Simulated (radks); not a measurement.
Question: The mean radii <r> (bohr) of the occupied orbitals of an atom or ion are listed with their occupations. Calculated with a radial shooting solver on a logarithmic mesh with Libxc functionals: scalar-relativistic Kohn-Sham, Slater X-alpha with alpha = 0.586, spin-unpolarised, spherical densities, finite nucleus; Fermi nuclear charge, rms radius of each element as measured or else 0.836 A^(1/3) + 0.57 fm.

orbital  occ.      <r>
1s          2  0.05635
2s          2   0.2567
2p          6   0.2260
3s          2   0.7781
3p          6   0.8215
3d          7    1.105
4s          2    2.995

Name the element and its charge.

Answer: Z = 27, cobalt, charge 0: Co in [Ar] 3d7 4s2. The 1s radius gives Z: for a bare nucleus <r> = (2 gamma + 1)/(2Z) with gamma = sqrt(1 - (Z/c)^2), 0.05483 bohr for Z = 27, and screening makes it slightly larger (0.05635 here). The occupations add up to 27, and the charge is Z minus that.
